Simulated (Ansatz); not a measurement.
Relaxation of Cl2H2OSn (6 atoms, charge 0, multiplicity 1), to a largest force component of 0.03 eV/Å in at most 50 steps.

The calculation used RKS PBE/def2-SVP (Ansatz 0.2.0).

```xyz
6
Properties=species:S:1:pos:R:3:forces:R:3
Sn 0.107 -0.013 -0.884 -0.03 0.00 0.01
Cl 1.877 0.084 2.258 0.29 -0.12 -1.00
H 2.354 -0.060 1.016 -0.27 0.11 0.97
O -1.176 1.539 -0.769 0.00 0.00 0.00
H -2.099 1.218 -0.694 0.00 0.01 0.00
Cl -1.571 -1.767 -0.830 0.02 0.01 0.01
```

Question: Where does it end, and by what steps?

Answer: The forces met the threshold. The force dipped under the threshold on the way, but the program's further checks kept it going. After 13 steps the energy has fallen by 0.107 eV; Cl2 moved furthest, 0.61 Å.

| step | energy less start (eV) | largest force component (eV/Å) | accepted |
| --- | --- | --- | --- |
| 0 | 0.0000 | 0.998 | yes |
| 1 | 0.0089 | 1.421 | no |
| 2 | -0.0240 | 0.823 | yes |
| 3 | -0.0452 | 0.718 | yes |
| 4 | -0.0766 | 0.296 | yes |
| 5 | -0.0822 | 0.166 | yes |
| 6 | -0.0647 | 1.166 | no |
| 7 | -0.0976 | 0.121 | yes |
| 8 | -0.1030 | 0.045 | yes |
| 9 | -0.1055 | 0.013 | yes |
| 10 | -0.1062 | 0.134 | yes |
| 11 | -0.1052 | 0.136 | no |
| 12 | -0.1071 | 0.036 | yes |
| 13 | -0.1072 | 0.012 | yes |

```xyz
6
Properties=species:S:1:pos:R:3
Sn 0.096 0.052 -1.172
Cl 1.456 0.077 1.820
H 2.648 -0.138 1.350
O -1.199 1.560 -0.798
H -2.050 1.195 -0.477
Cl -1.459 -1.746 -0.627
```

The run took 23 s on 2 threads of Arm Neoverse V1, with other jobs on the host, peak memory 0.12 GiB.
